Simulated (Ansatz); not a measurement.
C$_{2}$H$_{6}$Be, charge -1, doublet, at a GFN2-xTB geometry (such geometries of metal compounds can be far from the true shape) (a state made from the parent by changing its charge; the spin is typed, not shown lowest) (a gas-phase anion, which may not be bound at this level). Base run: Ansatz (an electronic-structure program) with PBE0/6-311G**.

The Ansatz input:
Ansatz 0.2 input:
```yaml
crystal:
  periodic: [false, false, false]
  atoms:
    - {symbol: Be, position_ang: [-0.49330245, 0.64118837, -0.51611087]}
    - {symbol: C, position_ang: [1.24574494, 0.06247317, -0.90022893]}
    - {symbol: H, position_ang: [1.26363474, -1.03342580, -1.01743396]}
    - {symbol: H, position_ang: [1.91122315, 0.26905777, -0.04599114]}
    - {symbol: H, position_ang: [1.79075906, 0.44963440, -1.78247158]}
    - {symbol: C, position_ang: [-1.12804535, -0.21545763, 1.02337050]}
    - {symbol: H, position_ang: [-1.11134760, -1.30872602, 0.88284988]}
    - {symbol: H, position_ang: [-2.13882794, 0.00278119, 1.41830932]}
    - {symbol: H, position_ang: [-0.44842916, -0.02616823, 1.87033152]}
basis:
  gaussian:
    orbitals: 6-311G__.json
hamiltonian:
  xc: pbe0
total_charge: -1
magnetization: {spin_polarized: true, initial_magnetization: 1}
```
The basis file holds 6-311G** in the JSON format of the Basis Set Exchange.

The base run was repeated with changes; each row names its change, and settings that it needs were set with it.

```json
[
 {"change": "base", "basis functions": "90", "E (Eh)": "-94.42206"},
 {"change": "basis = x2c-TZVPall; relativity = none", "basis functions": "117", "E (Eh)": "-94.43181"},
 {"change": "basis = x2c-TZVPall; relativity = spin-free X2C; nucleus = Gaussian", "basis functions": "117", "E (Eh)": "-94.46518"},
 {"change": "basis = x2c-TZVPall; relativity = spin-free X2C", "basis functions": "117", "E (Eh)": "-94.46519"},
 {"change": "basis = jorge-DZP-DKH; relativity = none", "basis functions": "75", "E (Eh)": "-94.39500"},
 {"change": "basis = cc-pVTZ-DK; relativity = spin-free X2C", "basis functions": "174", "E (Eh)": "-94.46605"},
 {"change": "basis = cc-pVTZ-DK; relativity = spin-free X2C; nucleus = Gaussian", "basis functions": "174", "E (Eh)": "-94.46604"},
 {"change": "basis = jorge-DZP-DKH; relativity = spin-free X2C", "basis functions": "75", "E (Eh)": "-94.42799"},
 {"change": "basis = cc-pVTZ-DK; relativity = none", "basis functions": "174", "E (Eh)": "-94.43259"},
 {"change": "basis = jorge-DZP-DKH; relativity = spin-free X2C; nucleus = Gaussian", "basis functions": "75", "E (Eh)": "-94.42798"}
]
```

Total energies compare only within one method and basis.

Ansatz warned in this series: the basis is contracted for relativity, which the run leaves out.

A gas-phase anion may not be bound at this level; its values then depend on the basis.

Basis sets contracted for a relativistic Hamiltonian are a mismatch without it, so the rows without relativity aren't non-relativistic limits. No row has spin-orbit coupling; sets with core potentials leave out the core electrons.
